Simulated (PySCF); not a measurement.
silylphosphine anion (H₅PSi), SMILES P[SiH3] (connectivity only; charge and spin as stated), charge -1, multiplicity 2.

Geometry: PBE-D3(BJ)/def2-SVPD. The multiplicity is an assumed one; other spin states were not compared.

Computed with PBE-D3(BJ)/def2-SVPD (PySCF).

Frequencies are harmonic and unscaled.

Question: Estimate the vibrational spectrum. (The exact figures need the calculation; the answer reports its results.)

Answer: 
```
mode  ν (cm⁻¹)  IR (km/mol)  moving atoms (share of kinetic energy)
----  --------  -----------  --------------------------------------
1          105          1.0                                  H 97 %
2          172          7.9                         P 48 %, Si 45 %
3          304         10.2                                  H 95 %
4          349          4.6                                  H 93 %
5          539          0.0                                  H 92 %
6          554          2.1                                  H 88 %
7          813        147.3                                  H 94 %
8          902        193.0                                  H 96 %
9          917         28.3                                  H 99 %
10        1039         14.1                                  H 97 %
11        1641        846.0                                  H 97 %
12        1967        174.7                                  H 98 %
13        1981        262.7                                  H 96 %
14        2273         80.6                                  H 97 %
15        2290         98.5                                  H 97 %
```
